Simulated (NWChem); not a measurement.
System: C₄H₆O; SMILES COC=C=C

```xyz
11

C      0.3872    -2.1852     0.0000
C     -0.2593    -1.0471     0.0000
C     -0.9543     0.0688     0.0000
O     -0.4771     1.3497     0.0000
C      0.9380     1.4765     0.0000
H      0.6730    -2.6892     0.9242
H      0.6730    -2.6892    -0.9242
H     -2.0413     0.0650     0.0000
H      1.1493     2.5474     0.0000
H      1.3756     1.0091     0.8918
H      1.3756     1.0091    -0.8918
```
Atoms are numbered in this order, from 1.

Structure relaxed at the B3LYP/6-31G* (spherical d) level.

Give the principal values of the shielding tensors (ppm) of C1, C2, C3, O4, C5 from PBE0/pcSseg-1, GIAO (NWChem), with their diamagnetic and paramagnetic parts as GIAO splits them.


```csv
atom,σ11,σ22,σ33,isotropic,diamagnetic,paramagnetic
C1,-3.5,96.6,167.9,87.0,259.2,-172.3
C2,-62.2,-46.0,10.2,-32.7,265.4,-298.0
C3,-20.7,73.1,108.2,53.5,251.7,-198.2
O4,192.1,280.1,312.0,261.4,395.1,-133.7
C5,98.7,106.6,179.4,128.2,247.9,-119.7
```
